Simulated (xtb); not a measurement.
C4H4N (SMILES C1=C[N]C=C1), doublet, geometry from GFN2-xTB. Base run: GFN0-xTB (xtb).

The xtb input:
```
$ xtb mol.xyz --gfn 0 --uhf 1 --json

# file mol.xyz
9

C      0.25234755     1.10100966     0.34566517
C      1.13634942     0.07209446    -0.12711581
N      0.47152439    -1.04970563    -0.38610838
C     -0.81040131    -0.79771881    -0.13978725
C     -1.00139363     0.56651360     0.26769222
H      0.53945870     2.10113333     0.60425985
H      2.19032211     0.15448557    -0.31936122
H     -1.55411074    -1.57081668    -0.20160132
H     -1.93775303     1.01174372     0.54073536
```

Variants of this job, named by their change:

| change | ΔE vs base (kJ/mol) |
|---|---|
| base | 0.00 |
| file = coord | 0.00 |
| acc = 30 | 0.00 |
| etemp = 5000 | -30.8 |
| etemp = 10000 | -131.7 |
